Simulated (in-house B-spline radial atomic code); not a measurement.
Settings and results of a run for Lu66+. All numbers are computed (scalar-relativistic (X2C) LC-wPBE, spin-polarised, spherical fractional occupations, exact exchange averaged over the configuration; Fermi nucleus of rms radius 5.37 fm) with a radial B-spline atomic code at the basis-set limit, not measured.

Command:
```bash
python run_scf.py task.json out
```
Settings (nuclear radius in fm, mass in u):
```
Z                71
configuration    [He] 2s2 2p1
hamiltonian      x2c
method           lc_wpbe
spin_polarised   True
nucleus          fermi
rms_radius       5.37
atomic_mass      174.94078
speed_of_light   137.035999084
exact_exchange   averaged over the configuration
```

Output (hartree, bohr):
```
 radial grid: 51 intervals, B-splines of order 8, outer radius 0.5997 bohr

 iter        energy (Eh)    residual
    1       -7280.252299    9.04e+00
    2       -7287.476193    1.16e-01
    3       -7287.477792    5.72e-02
    4       -7287.478177    2.81e-02
    5       -7287.478299    4.59e-04
    6       -7287.478299    9.61e-07
    7       -7287.478299    1.07e-08

 total energy                     -7287.47830
 kinetic                            8568.0590
 electron-nucleus                 -16038.6931
 Hartree                             261.8117
 exact exchange                       -0.9024
 exchange-correlation                -77.7534

 orbital      occ     eigenvalue          <r>       <r^2>       <1/r>       r_max
 1s up      1.000     -2595.5723    0.0184804 0.000476357     89.7708      0.0112
 1s down    1.000     -2594.7945    0.0184743 0.000476026     89.7952      0.0112
 2s up      1.000      -633.1065    0.0777581  0.00718153     21.8914     0.06736
 2s down    1.000      -631.7045    0.0778376  0.00719623      21.859     0.06741
 2p up      1.000      -592.9219    0.0686406  0.00572474     18.5881     0.05402
```

Run time, properties included: 0.19 s on 1 thread of Arm Neoverse N1, on a shared host.

One-electron X2C: radii and densities carry no picture-change correction, so inner-shell <1/r> comes out high (for 1s by about 2 % at Z = 33, 5 % at 54, 10 % at 75, 30 % at 118) and <r> low.
